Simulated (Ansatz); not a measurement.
A nudged elastic band was laid between two geometries of C2H5NOSi (10 atoms, charge 0, multiplicity 1).

All numbers below come from RKS PBE0-D4/6-31G* in Ansatz.

```json
{
  "movable images": "5",
  "climbing image": "yes",
  "spring": "5.0 eV/Å²",
  "optimiser": "quadratic models (default)",
  "start path": "through a guess of the saddle point",
  "force threshold": "0.05 eV/Å",
  "iteration limit": "60",
  "end points": "relaxed"
}
```

First end point:

```xyz
10
Properties=species:S:1:pos:R:3
O -1.019 0.440 2.024
C -0.480 0.134 0.844
N -0.959 -0.741 0.031
C 0.000 -0.696 -1.110
Si 1.000 0.648 -0.195
H -1.813 -0.118 2.121
H 0.479 -1.668 -1.265
H -0.501 -0.409 -2.040
H 1.016 2.038 -0.733
H 2.358 0.322 0.326
```

Last end point:

```xyz
10
Properties=species:S:1:pos:R:3
O -1.392 0.057 1.874
C -0.675 -0.078 0.748
N -1.018 -0.910 -0.168
C 0.036 -0.726 -1.203
Si 0.867 0.594 -0.115
H -0.973 0.726 2.428
H 0.587 -1.655 -1.380
H -0.395 -0.398 -2.155
H 0.855 2.025 -0.541
H 2.191 0.314 0.515
```

Q: Which bonds break or form, and what moves?

A: No bond is made or broken. The dihedral H6–O1–C2–Si5 goes from 180 to 0°.

Q: Give the energies along the band, and the barrier.

A: The forces met the threshold. The highest image is number 3 of 0 to 6, 0.43 eV above the first end and 0.23 eV above the last; the last end lies 0.20 eV above the first. A vibrational analysis at the climbing image gives one clearly imaginary mode, 505i cm⁻¹: a first-order saddle point.

```csv
image,path coordinate (Å),energy (eV),dihedral H6–O1–C2–Si5 (°)
0,0.00,0.00,180
1,0.38,0.07,-154
2,0.77,0.30,-123
3,1.15,0.43,-92
4,1.52,0.35,-62
5,1.88,0.24,-29
6,2.24,0.20,0
```

Q: What is the geometry of the highest image?

A: 
```xyz
10
Properties=species:S:1:pos:R:3:forces:R:3
O -1.394 0.478 1.809 -0.01 0.02 -0.01
C -0.666 0.133 0.720 0.01 0.00 0.01
N -1.061 -0.733 -0.140 0.00 0.00 -0.01
C 0.016 -0.695 -1.172 -0.01 0.01 0.00
Si 0.936 0.630 -0.156 0.00 0.00 0.00
H -1.130 -0.067 2.563 0.01 -0.02 0.01
H 0.484 -1.677 -1.285 0.00 0.00 0.00
H -0.393 -0.397 -2.142 0.00 0.00 0.00
H 1.065 2.015 -0.693 0.00 0.00 0.00
H 2.226 0.261 0.498 0.00 0.00 0.00
```

Q: What are the harmonic wavenumbers there?

A: 505i, 190, 335, 359, 509, 541, 641, 653, 742, 779, 843, 951, 1004, 1143, 1190, 1201, 1327, 1488, 1689, 2237, 2254, 3108, 3160, 3811 cm⁻¹.

Time of the run: 120 s on 1 thread of Arm Neoverse V2, with other jobs on the host, peak memory 0.19 GiB.
